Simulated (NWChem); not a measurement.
GeH$_{3}$O$_{3}$ cation

```xyz
7

O     -1.6678     0.2033     0.0000
Ge     0.0107     0.0027     0.0000
O      0.6280    -1.5833     0.0000
O      0.8489     1.4762     0.0000
H     -2.2209    -0.5964     0.0000
H      1.5853    -1.7481     0.0000
H      1.8195     1.4895     0.0000
```
Atoms are numbered in this order, from 1.

Program: NWChem. Geometry: optimised at PBE0/def2-SVP. Total energies compare along this basis series because the functional is fixed.

| level | basis functions | energy (Ha) | highest occupied level (eV) | orbital gap (eV) |
|---|---|---|---|---|
| TPSS/def2-SVP | 89 | -2303.7949 | ? | ? |
| TPSS/def2-SVPD | 131 | -2303.8206 | -14.55 | 5.62 |
| TPSS/def2-TZVP | 159 | -2304.3417 | -14.42 | 5.61 |
| TPSS/def2-TZVPP | 183 | -2304.3458 | -14.43 | 5.62 |

Complete the blanks.


- TPSS/def2-SVP, highest occupied level (eV): -14.29
- TPSS/def2-SVP, orbital gap (eV): 5.53
